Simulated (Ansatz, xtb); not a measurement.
**A geometry optimisation of Cl2GaH2Si+ with r2SCAN-D4/def2-SVP**

The starting geometry of this gas-phase singlet has its atoms placed at random.

```yaml
atoms:
  - { symbol: Cl, position_ang: [-0.1015, 0.1648, 0.7845] }
  - { symbol: Cl, position_ang: [-0.4627, -1.9358, 0.3709] }
  - { symbol: Ga, position_ang: [0.7914, 0.0538, -1.0400] }
  - { symbol: Si, position_ang: [-2.1117, 0.0555, 0.5722] }
  - { symbol: H, position_ang: [-1.9802, -0.0920, -0.7359] }
  - { symbol: H, position_ang: [-0.1447, 1.3943, 0.3935] }
```

**Question.** One run relaxed it with r2SCAN-D4/def2-SVP. What is a likely outcome?

**Answer.** It ends as a structure with Cl2 bridging Ga3 and Si4, given below by its coordinates. Distances that change by over a tenth: Cl1–Si4 (2.02 → 2.62 Å), Si4–H5 (1.32 → 1.59 Å). Contacts that open: Cl1–Cl2 (2.17 → 3.57 Å), Cl1–Ga3 (2.03 → 4.00 Å). Contacts that close: Cl2–Si4 (2.59 → 2.20 Å).

The energy falls by 7.15 eV over 35 steps:

| step | E − E(last) (eV) |
| --- | --- |
| 1 | 7.152 |
| 5 | 0.436 |
| 9 | 0.116 |
| 12 | 0.069 |
| 16 | 0.030 |
| 20 | 0.027 |
| 24 | 0.025 |
| 27 | 0.021 |
| 31 | 0.007 |
| 35 | 0.000 |

Final geometry (Å):

| atom | x (Å) | y (Å) | z (Å) |
| --- | --- | --- | --- |
| Cl | -0.0377 | 1.5455 | 0.7653 |
| Cl | -0.6735 | -1.9611 | 0.4869 |
| Ga | 0.1833 | -1.4270 | -1.9041 |
| Si | -1.9305 | -0.1768 | 0.2076 |
| H | -1.2993 | -0.0327 | -1.2493 |
| H | -0.2517 | 1.6926 | 2.0389 |

From the same start GFN2-xTB ends elsewhere, differing in Cl1–Ga3 (2.60 against 4.00 Å here).

From so rough a start the end depends on the optimiser's path, so another program may land elsewhere. No frequencies were run, so the end isn't proven a minimum. Run with Ansatz 0.2.0, 3 min on 1 thread of Arm Neoverse V1, with other jobs on the host.
